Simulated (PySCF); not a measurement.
First SCF of a structure search on triplet GeHF, at a hand-made linear geometry. PySCF input:

```python
from pyscf import gto, scf, dft
mol = gto.M(atom='''
Ge     0.000000     0.000000     0.000000
H      0.000000     0.000000    -1.530000
F      0.000000     0.000000     1.850000''',
    basis={'Ge': 'def2-TZVP', 'H': 'def2-TZVP', 'F': 'def2-TZVP'},
    charge=0, spin=2)
mf = dft.UKS(mol, xc='PBE0')
mf.grids.atom_grid = (50, 194)
aux = {'Ge': 'def2-universal-JKFIT', 'H': 'def2-universal-JKFIT', 'F': 'def2-universal-JKFIT'}
mf = mf.density_fit(auxbasis=aux)
mf.conv_tol = 1e-08
mf.diis_space = 10
mf.max_cycle = 60
mf.init_guess = 'minao'
mf.verbose = 4
mf.kernel()
```

Excerpt of the output (cycles alone):

```
init E= -2176.36788989756
cycle= 1 E= -2176.9059857731  delta_E= -0.538  |g|= 0.635  |ddm|= 1.35
cycle= 2 E= -2175.81957221532  delta_E= 1.09  |g|= 1.84  |ddm|= 1.19
cycle= 3 E= -2177.00484131176  delta_E= -1.19  |g|= 0.255  |ddm|= 0.978
cycle= 4 E= -2177.0194239144  delta_E= -0.0146  |g|= 0.078  |ddm|= 0.19
cycle= 5 E= -2177.02078582417  delta_E= -0.00136  |g|= 0.0177  |ddm|= 0.0463
cycle= 6 E= -2177.02093722272  delta_E= -0.000151  |g|= 0.00194  |ddm|= 0.0158
cycle= 7 E= -2177.02094104319  delta_E= -3.82e-06  |g|= 0.000781  |ddm|= 0.00417
cycle= 8 E= -2177.02094161966  delta_E= -5.76e-07  |g|= 0.000246  |ddm|= 0.00164
cycle= 9 E= -2177.02094168482  delta_E= -6.52e-08  |g|= 8.59e-05  |ddm|= 0.000464
cycle= 10 E= -2177.0209416917  delta_E= -6.88e-09  |g|= 2.15e-05  |ddm|= 0.000156
Extra cycle  E= -2177.02094169165  delta_E= 4.82e-11  |g|= 3.53e-05  |ddm|= 6.1e-05
converged SCF energy = -2177.02094169165  <S^2> = 2.0066866  2S+1 = 3.0044544
```

No lower solution of this spin was found from smeared starts or by a stability analysis within the unrestricted form.

The search for the lowest solution, 3 starts and the stability check together, took 8.6 s on 2 threads of a shared Arm Neoverse V1 host, with 85 basis functions; the process peaked at 0.36 GiB.
